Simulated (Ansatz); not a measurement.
Computed with Ansatz on PBE0-D4/def2-TZVP structures; ΔE is electronic, products minus reactants. CCSD(T)/CBS adds triple-zeta CCSD(T) − MP2 to the extrapolated MP2 energy (def2 sets, frozen cores). This one scheme is used for every species. Functionals use def2-TZVPP. For Se outer-core shells are correlated without core-valence functions, which leaves a few kJ/mol of doubt a bond. Scalar relativity is left out up to krypton. Each species was taken in one conformer, which may not be the lowest.

Consider the formal exchange of groups at the Se–C bond: `C#C[SeH]` + `[SiH3]S` → `S[SiH2][SeH]` + `C#C`.

| level | ΔE (kJ/mol) |
| --- | --- |
| BHLYP-D4 | -106.6 |
| CCSD/CBS(def2) | -110.0 |

Task: What does CCSD(T)/CBS give? (An estimate is asked.)

Result: Computed: -109.4 kJ/mol. The listed levels differ from it by 2.8, -0.6 kJ/mol.

Task: What do rigid-rotor, harmonic-oscillator terms from PBE0-D4/def2-TZVP frequencies (298.15 K, 1 bar) make of the CCSD(T)/CBS value? (Estimate.)

Result: Ansatz gave: ΔZPE = +5.3 kJ/mol, ΔH = -103.0 kJ/mol, ΔS = -17 J/(mol·K), ΔG = -97.8 kJ/mol.

Largest T1 diagnostic among the species: 0.013.

The D4 term adds −4.8 kJ/mol with B3LYP and −2.6 kJ/mol with PBE0; it sums over pairs of atoms, weighted by their polarisabilities, and B3LYP, whose exchange is more repulsive, gets the larger term. Leaving LDA and LC-ωPBE aside and taking each functional with its dispersion term where it has one, the values, not all of them listed here, spread over 9.3 kJ/mol, from r2SCAN0-D4 to BLYP-D4. At CCSD(T), def2-SVP lies +14.0 kJ/mol from the extrapolated value and def2-TZVPP +9.3 kJ/mol.

B3LYP here is the variant with VWN-RPA as its local correlation; programs differ in this.
